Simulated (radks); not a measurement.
Task: Species: the iodine ion I+. Configuration: [Kr] 4d10 5s2 5p2 6s2 (not the ground configuration). Calculated with a radial shooting solver on a logarithmic mesh with Libxc functionals: scalar-relativistic Kohn-Sham, revPBE, spin-polarised, spherical densities, finite nucleus; open shells are filled with parallel spins first (spin-orbit coupling, left out, can overturn this in heavy ions); Fermi nuclear charge, rms radius 4.75 fm. Some entries of the table are withheld. Estimate them.

orbital,occ.,eigenvalue (eV),r(max) (bohr)
1s up,1,-33002.91,0.01754
1s down,1,-33002.83,0.01754
2s up,1,-5115.264,0.09911
2s down,1,-5115.230,0.09911
2p up,3,-4592.934,0.07949
2p down,3,-4592.866,0.07949
3s up,1,-1047.606,0.2856
3s down,1,-1047.537,0.2856
3p up,3,-878.3357,0.2794
3p down,3,-878.2557,0.2794
3d up,5,-624.9395,0.2318
3d down,5,-624.8633,0.2318
4s up,1,-199.4582,0.6804
4s down,1,-199.2950,0.6806
4p up,3,-146.4104,0.7149
4p down,3,-146.2392,0.7151
4d up,5,-69.0459,0.7778
4d down,5,-68.7493,0.7777
5s up,1,-34.2618,1.665
5s down,1,-32.2940,1.647
5p up,2,-22.3821,1.903
5p down,0,-20.3340,1.892
5d up,0,-8.2076,2.683
6s up,1,(1),4.117
6s down,1,(2),4.207
5d down,0,-7.1459,2.967
6p up,0,(3),4.873
6p down,0,(4),4.905

Result: 
(1) 6s up eigenvalue (eV): -8.1966
(2) 6s down eigenvalue (eV): -8.0875
(3) 6p up eigenvalue (eV): -5.5737
(4) 6p down eigenvalue (eV): -5.5453
